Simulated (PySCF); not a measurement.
One molecule, one basis, several functionals.

F5Ge2H.
InChI=1S/F5Ge2H/c1-6(2)7(3,4)5/h6H

Torsions of this conformer, `[F:1][GeH:2]([F:3])[Ge:4]([F:5])([F:6])[F:7]`: F1–Ge2–Ge4–F5 -61°.

PySCF, def2-SVPD basis, density fitting, gas phase, PBE0-D3(BJ)/def2-SVP geometry; singlet excitations by full TDDFT with frozen cores, triplets by Tamm–Dancoff TDDFT and ionisation energies by ΔSCF, from the lowest of the holes tried. One functional is left out:

```csv
functional,exact exchange (%),HOMO energy (eV),LUMO energy (eV),lowest singlet excitation (eV),lowest triplet excitation (eV),dipole moment (D),mean polarisability (au),vertical ionisation energy (eV)
LDA,0,-8.98,-3.18,6.41,5.56,2.921,60.9,11.95
PBE,0,-8.80,-2.86,6.50,5.59,2.775,60.7,11.72
B3LYP,20,-10.07,-2.25,7.05,6.04,2.932,57.2,12.36
BHandHLYP,50,-11.70,-1.00,7.67,6.64,3.070,52.8,12.90
```

Problem. Predict the row of PBE0 (25 % exact exchange) by straight lines through the other rows, and check it.

Solution. 
```tsv
property	line	computed	computed − line	B3LYP (20 %), for comparison
HOMO energy (eV)	-10.31	-10.29	+0.02	-10.07
LUMO energy (eV)	-2.02	-1.86	+0.16	-2.25
lowest singlet excitation (eV)	7.09	7.17	+0.08	7.05
lowest triplet excitation (eV)	6.12	6.22	+0.10	6.04
dipole moment (D)	2.958	2.920	-0.038	2.932
mean polarisability (au)	56.7	56.1	-0.6	57.2
vertical ionisation energy (eV)	12.39	12.40	+0.01	12.36
```
